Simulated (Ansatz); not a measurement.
A CCSD(T) single point on `CSS[SiH2]O`.

```yaml
crystal:
  periodic: [false, false, false]
  atoms:
    - {symbol: C, position_ang: [-0.921935, -0.613482, 1.778843]}
    - {symbol: S, position_ang: [-1.396617, -0.653841, 0.042846]}
    - {symbol: S, position_ang: [-1.010615, 1.281281, -0.562530]}
    - {symbol: Si, position_ang: [0.979861, 0.823137, -1.208978]}
    - {symbol: O, position_ang: [1.016908, -0.280037, -2.418806]}
    - {symbol: H, position_ang: [-1.537035, 0.100601, 2.325027]}
    - {symbol: H, position_ang: [-1.103038, -1.619364, 2.165043]}
    - {symbol: H, position_ang: [0.133917, -0.368071, 1.888636]}
    - {symbol: H, position_ang: [1.568714, 2.068499, -1.751470]}
    - {symbol: H, position_ang: [1.722441, 0.332295, -0.019754]}
    - {symbol: H, position_ang: [0.612799, -1.127915, -2.218257]}
basis:
  gaussian: {orbitals: def2-SVP}
correlation: {method: ccsd_t}
```

```sh
$ ansatz run in.yaml --threads 4 --pin off --events-out ev --progress --plain --max-ram 10444MiB
```

The program prints (abridged):

```
Functional definition: HF
1070 factors; integrals over basis functions are off by at most 1.1e-3 eV
mean field evaluation 1: about -32646.4373 eV, gradient 3.6e1 eV
mean field evaluation 2: about -32646.4466 eV, gradient 3.6e1 eV
mean field evaluation 4: about -32649.5157 eV, gradient 3.3e0 eV
mean field evaluation 8: about -32649.5579 eV, gradient 2.4e-4 eV
mean field -32649.55786486 eV, -1199.8491208685 hartree, gradient 2.7e-6 eV, S^2 0.000000; 0 other end points of the search recorded, 0 dependent functions left out
17 core orbitals not correlated: weight in the atoms' cores, before any rotation towards them, 1.000 or more for the frozen orbitals, at most 0.000 for the correlated occupied ones
reference -32649.55786486 eV, -1199.8491208685 hartree; 16, 16 occupied and 79, 79 virtual orbitals, 1070 factors
second order -18.72009755 eV of doubles, -0.00000000 eV of singles
cycle   1  -19.72532000 eV  change    -1.0e0 eV  update   9.9e-2
cycle   2  -20.25558422 eV  change   -5.3e-1 eV  update   2.9e-2
cycle   3  -20.35754412 eV  change   -1.0e-1 eV  update   1.3e-2
cycle   4  -20.35441448 eV  change    3.1e-3 eV  update   3.2e-3
cycle   5  -20.35393786 eV  change    4.8e-4 eV  update   1.3e-3
cycle   6  -20.35395902 eV  change   -2.1e-5 eV  update   4.6e-4
cycle   7  -20.35373480 eV  change    2.2e-4 eV  update   1.8e-4
cycle   8  -20.35371079 eV  change    2.4e-5 eV  update   7.5e-5
cycle   9  -20.35372848 eV  change   -1.8e-5 eV  update   3.5e-5
perturbative correction -0.57223304 eV, -0.0210291765 hartree
Total energy: -32670.48382639 eV, -1200.6181357706 hartree
```

It took 4 s on 4 threads of an Arm Neoverse V2 on a shared host, with 0.5 GiB of host memory at the peak.

MP2 recovers 89.5 % of the CCSD(T) correlation energy and the triples give 2.7 %; T1 = 0.0110.
